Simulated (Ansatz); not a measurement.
The cluster LiAg6⁺, relaxed as a singlet with RKS r2SCAN-D4/def2-SVP in Ansatz, starting from the GFN1-xTB geometry. Force threshold 0.02 eV/Å.

In the def2 sets Ag takes a core potential; there is no spin–orbit coupling. The restricted singlet is unstable towards broken spin symmetry in Hartree–Fock (as tested in another run); at r2SCAN-D4/def2-SVP this wasn't settled. Another isomer (singlet) lies 0.59 eV lower at PBE0-D4/def2-TZVP; other spin states weren't run for this one.

Start:

Cartesian coordinates in Å:
```
Li -0.666 -2.458 -1.208
Ag -0.750 -0.387 1.062
Ag 0.811 1.740 0.189
Ag -0.791 0.176 -1.695
Ag 1.870 -0.019 2.068
Ag -1.965 1.971 0.089
Ag 1.491 -1.023 -0.504
```

Question: Estimate the energy that the relaxation releases and the steps that it takes.

Answer: 7.8 kcal/mol, in 16 steps; 2.4 min on 4 threads of Arm Neoverse V1 on a shared host. No frequencies were taken in this run, so the end may be a saddle point.

Question: Does the start keep its bonding and symmetry?

Answer: Bonds lost: Ag3–Ag4, Ag3–Ag7 (atoms count from 1). Point group Cs at the start, Cs at the end, both within 0.05 Å.

Question: Predict the relaxed structure.

Answer: 
```xyz
7

Li   -0.931   -2.659   -0.885
Ag   -0.420   -0.133    0.678
Ag    0.361    2.241    1.564
Ag   -0.843   -0.129   -1.941
Ag    2.071    0.024    1.640
Ag   -1.706    1.994   -0.311
Ag    1.468   -1.338   -0.745
```
Bond lengths (bridged metal pairs left out): 10 × Ag–Ag 2.65 to 2.87 Å; 3 × Ag–Li 2.74 to 3.01 Å.
